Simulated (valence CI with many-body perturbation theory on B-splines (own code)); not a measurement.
Values are calculated unless marked as measured or tabulated.
Ir XLVI: magnetic and hyperfine properties of the levels

Method: configuration interaction combined with many-body perturbation theory (CI+MBPT): four valence electrons over a frozen Dirac-Fock core [Ar] 3d10, radial functions for each j: 11 s, 11 p, 9 d, 7 f, 5 g, 2 h, 1 i, with the one-electron correlation potential Σ1, the two-electron term Σ2, the three-electron term Σ3, Breit, model QED; selected CI, second order for the rest (own B-spline code, finite nucleus).

No measured spectrum was set against this ion. As an estimate, large intervals hold to a few tenths of a per cent, small ones and those within an open d or f shell to about a per cent.

A/g_I is the dipole constant over the nuclear g factor μ/I (μ in nuclear magnetons, uniformly magnetised nucleus), B/Q the quadrupole constant per barn. Both hold the static response of the core; the bare values leave it out. Large factors of s and p1/2 electrons are usually good to 5 to 10 %; those of open d and f shells near neutrality can be off by tens of per cent, and small factors of p3/2, d and f electrons come from cancelling terms and can be off by a factor of two or in sign, in half-filled shells by more. B is blank for J = 1/2, where it vanishes, and for nearly pure S terms. Energies count from the lowest level. Levels with J = 0 are left out.

Levels are named by their leading jj configuration (3d3/2^4 stands for four electrons in 3d with j = 3/2), which in mixed levels can hold well under half, so a name can repeat and another be missing. Letters in brackets count levels of one name in rising energy.

```
                         Level  E (× 10³ cm⁻¹)      g  A/g_I (MHz)  A/g_I bare  B/Q (MHz/b)  B/Q bare
        (4s^2 4p1/2 4p3/2) J=1          921.29  1.496       -71500      -70000        69600     67500
        (4s^2 4p1/2 4p3/2) J=2          957.92  1.174       208000      202000       125000    121000
        (4s 4p1/2^2 4p3/2) J=2          1759.3  1.556       524000      507000       127000    123000
        (4s 4p1/2^2 4p3/2) J=1          1884.6  1.072      -378000     -366000        88000     85400
            (4s^2 4p3/2^2) J=2          1907.0  1.315        69800       67200        14100     13700
        (4s^2 4p1/2 4d3/2) J=2          2242.0  0.761       181000      176000        27100     26700
        (4s^2 4p1/2 4d3/2) J=1          2399.2  0.857      -133000     -128000        10700     10600
        (4s^2 4p1/2 4d5/2) J=2          2502.4  1.357         6520        6940         8370      8390
        (4s^2 4p1/2 4d5/2) J=3          2519.3  1.135       143000      139000         7730      7900
    (4s 4p1/2 4p3/2^2) J=2 [a]          2678.4  1.469       263000      255000        51900     50400
        (4s 4p1/2 4p3/2^2) J=3          2739.0  1.300       437000      423000        17000     16600
    (4s 4p1/2 4p3/2^2) J=1 [a]          2839.9  1.284       591000      572000      -104000   -101000
    (4s 4p1/2 4p3/2^2) J=2 [b]          2859.4  1.090         8270        8010       -19600    -19100
    (4s 4p1/2 4p3/2^2) J=1 [b]          2872.3  1.359       124000      121000        65300     63300
        (4s 4p1/2^2 4d3/2) J=1          3090.3  0.426      -431000     -416000        11900     11700
        (4s 4p1/2^2 4d3/2) J=2          3119.8  1.152       472000      457000        22200     21900
        (4s^2 4p3/2 4d3/2) J=2          3299.6  1.049        39700       38700        -6670     -6440
        (4s^2 4p3/2 4d3/2) J=1          3312.8  1.123        54800       53500       -62100    -60400
        (4s^2 4p3/2 4d3/2) J=3          3318.7  1.109        56000       54700       138000    135000
        (4s 4p1/2^2 4d5/2) J=3          3348.3  1.357       322000      313000        20800     20500
        (4s 4p1/2^2 4d5/2) J=2          3409.5  1.044      -257000     -248000         3010      3320
        (4s^2 4p3/2 4d5/2) J=4          3417.6  1.245        34300       33600       168000    164000
        (4s^2 4p3/2 4d5/2) J=2          3440.1  1.272        72900       71300       -95200    -92200
        (4s^2 4p3/2 4d5/2) J=3          3573.4  1.185        37700       36900        10300     10400
        (4s^2 4p3/2 4d5/2) J=1          3592.4  1.090       -32000      -29500        18300     17900
         (4p1/2^2 4p3/2^2) J=2          3703.5  1.271        58100       56600        28000     27200
              (4s 4p3/2^3) J=2          3769.5  1.407       485000      470000      -136000   -131000
              (4s 4p3/2^3) J=1          3887.4  1.180      -376000     -364000       -47500    -46000
        (4s^2 4p1/2 4f5/2) J=3          3932.9  0.867        67600       66100        55100     53000
(4s 4p1/2 4p3/2 4d3/2) J=1 [a]          3941.8  1.164       218000      211000       -66500    -64600
(4s 4p1/2 4p3/2 4d3/2) J=2 [a]          3943.4  1.072       125000      121000       -28500    -27700
(4s 4p1/2 4p3/2 4d3/2) J=3 [a]          3970.3  1.124       289000      280000        -2320     -2230
        (4s^2 4p1/2 4f5/2) J=2          3997.3  0.915       -36700      -34700        -7210     -7370
    (4s 4p1/2 4p3/2 4d3/2) J=4          4000.7  1.135       244000      237000        82600     79900
```

Problem. Take the isotope of mass number 193, with I = 3/2, μ = 0.163 μN and Q = 0.751 b. What is the hyperfine structure of (4s 4p1/2^2 4p3/2) J=2?

Solution. From the table A = 56900 MHz, B = 95300 MHz. Shifts from the centre of gravity in MHz: F = 1/2: -173000, F = 3/2: -171000, F = 5/2: -88000, F = 7/2: 195000.
